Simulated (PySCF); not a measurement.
**Rotational lines of BiS⁺**

Lines J+1 ← J of the vibrational ground state, computed from RHF-CCSD(T) constants of BiS⁺, ¹Σ⁺ (singlet), closed shell (basis Bi def2-SVPD with ECP60, S def2-SVPD; scalar-relativistic core potentials; PySCF 2.14; masses 208.9804 and 31.9721 u), in MHz:

```
J  ν (MHz)
5  41131.2
6  47986.0
7  54840.7
8  61695.3
9  68549.6
```

Find B0 and the effective bond length r0; with αe = 0.000431 cm⁻¹, find Re.

ν = 2B0(J+1) − 4D(J+1)³ gives B0 = 0.11433 cm⁻¹. With the reduced mass μred = 27.730 u, r0 = √(16.8576/(μred·B0)) (u, cm⁻¹, Å) = 2.3059 Å. Be = B0 + αe/2 = 0.11455 cm⁻¹ gives Re = 2.304 Å.

Correlated steps freeze 9 core orbitals. Spin–orbit coupling is left out, which matters for elements this heavy, above all for dissociation energies. The CCSD T1 diagnostic is raised, a sign that a single reference may not be enough here.
